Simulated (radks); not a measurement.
Values are calculated unless marked as measured or tabulated.
Species: Nd42+. Configuration: [Ar]. Code: a radial shooting solver on a logarithmic mesh with Libxc functionals. Model: non-relativistic Kohn-Sham, LB94 model potential, spin-polarised, spherical densities, point nucleus; relativity is left out, which matters for an element this heavy. Some entries of the table are withheld. Estimate them.

orbital,occ.,eigenvalue (eV),<1/r> (bohr^-1)
1s,2,(1),59.50
2s,2,-8932.934,13.93
2p,6,(2),(3)
3s,2,(4),5.657
3p,6,(5),5.626

Answer. 
(1) 1s eigenvalue (eV): -43781.75
(2) 2p eigenvalue (eV): -8623.090
(3) 2p <1/r> (bohr^-1): 13.92
(4) 3s eigenvalue (eV): -3455.831
(5) 3p eigenvalue (eV): -3336.329
